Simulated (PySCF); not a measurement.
# Assigning NMR signals

Atoms are numbered as in `[CH3:1][NH:2][c:3]1[cH:4][cH:5][cH:6][n+:7]([O-:8])[cH:9]1`; H(Xn) means a hydrogen on atom n.

Level of theory: geometry from GFN2-xTB, PBE0/pcSseg-1 with gauge-including orbitals, in PySCF (non-relativistic Hamiltonian, one conformer, fast rotation and ring inversion assumed for equivalent nuclei, gas phase).

δ = σ(ref) − σ, references computed at the same level: ¹³C and ¹H vs TMS.

**Question.** Assign these signals to the numbered atoms. ¹³C{¹H} NMR (computed): δ 151.1, 132.1, 131.9, 123.3, 108.3, 30.5.

**Answer.** 
| δ (ppm) | atoms | environment | reason |
| --- | --- | --- | --- |
| 151.1 | C3 | aromatic carbon bearing nitrogen | an ipso carbon deshielded by its heteroatom |
| 132.1 | C6 | aromatic CH next to a ring nitrogen | – |
| 131.9 | C5 | aromatic CH | the aromatic region |
| 123.3 | C9 | aromatic CH next to a ring nitrogen | – |
| 108.3 | C4 | aromatic CH | resonance donation from the substituent shields this position |
| 30.5 | C1 | methyl carbon bonded to N | pulled downfield by the heteroatom |

C6 and C5 lie closer than the usual error of such a calculation, so a measured spectrum could show them in the other order.

**Question.** Assign these signals to the numbered atoms. ¹H NMR (600 MHz, computed): δ 7.61 (d, 1H), 7.43 (s, 1H), 7.03 (m, 1H), 5.93 (d, 1H), 3.20 (br s, 1H), 2.93 (s, 3H).

**Answer.** 
| δ (ppm) | atoms | environment | reason |
| --- | --- | --- | --- |
| 7.61 | H(C6) | hydrogen on an aromatic CH next to a ring nitrogen | ring-current deshielding |
| 7.43 | H(C9) | hydrogen on an aromatic CH next to a ring nitrogen | – |
| 7.03 | H(C5) | hydrogen on an aromatic CH | it sits in the deshielding region of the aromatic ring current |
| 5.93 | H(C4) | hydrogen on an aromatic CH | – |
| 3.20 | H(N2) | hydrogen on an aniline-type nitrogen | labile proton, position sensitive to the medium |
| 2.93 | H(C1) | hydrogen on a methyl carbon bonded to N | its carbon carries N, which withdraws density |

OH/NH shifts are gas-phase values; hydrogen bonding in solution moves them, usually downfield. Shifts are as computed. Against solution values, carbons near 30 ppm lie about +3 ppm off and those near 130 ppm about +5 ppm. Of 1211 compounds with measured shifts, 218 miss one by over three times the rms of a fit or turn the order of signals round; such compounds aren't used in these exercises. No couplings were computed; multiplicities are counted from neighbouring protons, with m where these are inequivalent, close in shift, in a saturated or five-membered ring or joined by F or P, and br s for small geminal =CH2 splittings.
